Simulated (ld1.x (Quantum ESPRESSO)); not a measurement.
**Logarithmic derivatives: copper, RRKJ**

```
Element                 : Cu
Generator               : ld1.x (Quantum ESPRESSO) 7.5
Type                    : norm-conserving RRKJ (Kleinman–Bylander form)
Functional              : LDA (PZ)
Relativity              : scalar-relativistic
Frozen core             : [Ar]
Valence charge          : 11
Reference configuration : 3d10 4s1 4p0
Partial waves           : 4p (bound, empty): rc 2.15 bohr; 3d (bound): rc 1.15 bohr; 4s (bound): rc 2.10 bohr
Local potential         : the s channel
Core correction         : Bessel-smoothed model core inside 0.90 bohr
```

The phase is arctan(r·u′/u) with u = r·R(r), unwrapped; energies in Ry, scanned from -2 to 5 Ry. A pole is an energy at which the radial function vanishes at the test radius. The pseudo phase is shifted by a multiple of π to meet the all-electron one at the reference energy, and phase errors are pseudo minus all-electron; the curves can meet again beyond the range given. Levels narrower than the energy grid can be missing from the lists of poles.

```
channel  radius (bohr)  reference energy (Ry)  poles, all-electron  poles, pseudo  unbroken range about the reference energy with phases within 0.05 rad  phase error 1 Ry above the reference energy (rad)
      s           2.34                  -0.36                 2.04           1.92                                                              below 3.5                                             -0.005
      p           2.34                  -0.06                 3.23           3.19                                                        the whole range                                             -0.005
      d           2.34                  -0.39                -0.23          -0.23                                                              below 0.8                                             +0.035
```

Phases in the d channel:

```json
{"E (Ry)": "-2.00", "all-electron": "1.289", "pseudo": "1.293"}
{"E (Ry)": "-1.76", "all-electron": "1.271", "pseudo": "1.275"}
{"E (Ry)": "-1.52", "all-electron": "1.247", "pseudo": "1.253"}
{"E (Ry)": "-1.28", "all-electron": "1.215", "pseudo": "1.221"}
{"E (Ry)": "-1.04", "all-electron": "1.162", "pseudo": "1.171"}
{"E (Ry)": "-0.80", "all-electron": "1.053", "pseudo": "1.065"}
{"E (Ry)": "-0.56", "all-electron": "0.578", "pseudo": "0.598"}
{"E (Ry)": "-0.32", "all-electron": "-1.386", "pseudo": "-1.383"}
{"E (Ry)": "-0.08", "all-electron": "-1.710", "pseudo": "-1.699"}
{"E (Ry)": "0.16", "all-electron": "-1.815", "pseudo": "-1.798"}
{"E (Ry)": "0.40", "all-electron": "-1.885", "pseudo": "-1.859"}
{"E (Ry)": "0.64", "all-electron": "-1.948", "pseudo": "-1.911"}
{"E (Ry)": "0.88", "all-electron": "-2.018", "pseudo": "-1.965"}
{"E (Ry)": "1.12", "all-electron": "-2.105", "pseudo": "-2.025"}
{"E (Ry)": "1.36", "all-electron": "-2.224", "pseudo": "-2.100"}
{"E (Ry)": "1.60", "all-electron": "-2.397", "pseudo": "-2.196"}
{"E (Ry)": "1.84", "all-electron": "-2.664", "pseudo": "-2.329"}
{"E (Ry)": "2.08", "all-electron": "-3.054", "pseudo": "-2.518"}
{"E (Ry)": "2.32", "all-electron": "-3.504", "pseudo": "-2.788"}
{"E (Ry)": "2.56", "all-electron": "-3.873", "pseudo": "-3.141"}
{"E (Ry)": "2.80", "all-electron": "-4.119", "pseudo": "-3.514"}
{"E (Ry)": "3.04", "all-electron": "-4.278", "pseudo": "-3.823"}
{"E (Ry)": "3.28", "all-electron": "-4.386", "pseudo": "-4.044"}
{"E (Ry)": "3.52", "all-electron": "-4.463", "pseudo": "-4.197"}
{"E (Ry)": "3.76", "all-electron": "-4.520", "pseudo": "-4.304"}
{"E (Ry)": "4.00", "all-electron": "-4.565", "pseudo": "-4.383"}
{"E (Ry)": "4.24", "all-electron": "-4.601", "pseudo": "-4.443"}
{"E (Ry)": "4.48", "all-electron": "-4.632", "pseudo": "-4.490"}
{"E (Ry)": "4.72", "all-electron": "-4.658", "pseudo": "-4.528"}
{"E (Ry)": "4.96", "all-electron": "-4.681", "pseudo": "-4.559"}
```
